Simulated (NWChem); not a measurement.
System: C$_{3}$H$_{2}$F$_{2}$O$_{2}$; SMILES O=C1COC1(F)F

```xyz
9

O      1.2412     1.7127     0.0000
C      0.3045     0.9666     0.0000
C     -1.2276     1.0718     0.0000
O     -1.3028    -0.3840     0.0000
C      0.0811    -0.5847     0.0000
F      0.5078    -1.2598     1.0876
F      0.5078    -1.2598    -1.0876
H     -1.6765     1.5243    -0.9106
H     -1.6765     1.5243     0.9106
```
Atoms are numbered in this order, from 1.

Computed with NWChem. Pople sets run with spherical d functions. Coordinates come from a PBE-D3(BJ)/def2-SVP optimisation. Vzz is the largest principal value of the second derivative of the potential at the nucleus (NWChem prints the opposite sign); η is the asymmetry. Non-relativistic.

```
level               Vzz O1 (a.u.)  η O1  Vzz O4 (a.u.)  η O4  relative time
------------------  -------------  ----  -------------  ----  -------------
CAM-B3LYP/def2-SVP         -1.867  0.57         -1.711  0.97              3
PBE0/cc-pVTZ               -1.808  0.64         -1.738  0.96              5
PBE0/6-31G*                -1.795  0.49         -1.678  0.92              1
```

Relative times are rough (shared machine, one core).
